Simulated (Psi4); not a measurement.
Pair of molecules, SMILES F with SMILES C#C (the first has 2 atoms); geometry from B3LYP-D3(BJ)/def2-TZVP.
(charge 0, multiplicity 1):
```
atom    x (Å)    y (Å)   z (Å)
----  -------  -------  ------
F     -0.0325  -0.0116  0.3487
H     -0.0182  -0.0044  1.2833
C      0.2551  -0.5364  3.3985
C     -0.2302   0.5591  3.3975
H      0.6860  -1.5091  3.4074
H     -0.6609   1.5319  3.4047
```

Calculation: SAPT0/jun-cc-pV(D+d)Z in Psi4.

Problem. Give the four SAPT terms and the total, and say what mostly holds the pair together.

Solution. electrostatics -302.0, exchange 334.6, induction -144.3, dispersion -71.2, total -183.0 meV; the largest attraction is electrostatics.
